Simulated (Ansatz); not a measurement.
Species: CHI2, charge -1, multiplicity 1. It need not be the lowest isomer of its formula. Whether it binds its extra electron was not tested at this geometry. 
Structure (B3LYP-D3(BJ)/def2-TZVP (Ansatz, a program for electronic structure) minimum search):
```
C
H 1 1.1064
I 1 2.3000 2 94.99
I 1 2.3000 2 94.99 3 -108.56
```
Charge -1, spin multiplicity 1.

Basis-set convergence of Hartree-Fock and CCSD(T) correlation energies (hartree) with Ansatz. Correlated levels leave the core frozen unless marked. No spin-orbit coupling. Frozen are the shells of the preceding noble gas and the d and f shells that filled before the atom's block. Past Kr the def2 sets carry scalar-relativistic core potentials. This anion needs diffuse functions, which these sets lack.

```
basis       functions       E(HF)  E(corr, CCSD(T))
----------  ---------  ----------  ----------------
def2-SVP           71  -631.68366          -0.37512
def2-TZVPP        145           …                 …
```

Q: Fill in the missing entries.

A: 
- def2-TZVPP, E(HF): -631.75687
- def2-TZVPP, E(corr, CCSD(T)): -0.51352
